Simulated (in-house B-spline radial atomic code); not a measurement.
A run on an ion of nuclear charge 66 with 66.7 electrons that did not converge. Method: scalar-relativistic (X2C) LC-wPBE, spin-polarised, spherical fractional occupations, Fermi nucleus of rms radius 5.2218 fm; computed with an all-electron radial atomic-structure program (B-spline basis).

Command:
```bash
python run_scf.py task.json out
```
Settings (nuclear radius in fm, mass in u):
```
Z                66
configuration    [Xe] 4f10.7 6s2
hamiltonian      x2c
method           lc_wpbe
spin_polarised   True
nucleus          fermi
rms_radius       5.2218
atomic_mass      163.92918
speed_of_light   137.035999084
```

First and last ten iterations of the last attempt (damped for 15 steps, keeping 80 % of the old Fock matrix, then DIIS):
```
 iter        energy (Eh)    residual
    1      -12102.205301    7.77e-01
    2      -12103.246055    1.42e+00
    3      -12129.072239    9.15e-01
    4      -12143.094820    5.65e-01
    5      -12150.178737    3.57e-01
    6      -12153.477254    2.35e-01
    7      -12154.903011    1.57e-01
    8      -12155.501511    1.00e-01
    9      -12155.768971    6.99e-02
   10      -12155.906648    5.32e-02
  111      -12151.268186    2.12e-01
  112      -12155.863139    5.76e-02
  113      -12155.873949    5.62e-02
  114      -12099.509934    6.22e-01
  115      -12150.380705    2.13e-01
  116      -12151.287906    2.13e-01
  117      -12151.212394    2.14e-01
  118      -12151.211288    2.14e-01
  119      -12151.221196    2.14e-01
  120      -12151.203622    2.15e-01
 not converged after 120 iterations
```

The smallest residual met was 3.8e-02; the threshold is about 7e-07. No energy from this run should be used. Run time, properties included: 24 s on 1 thread of Intel(R) Xeon(R) 6975P-C, on a shared host.
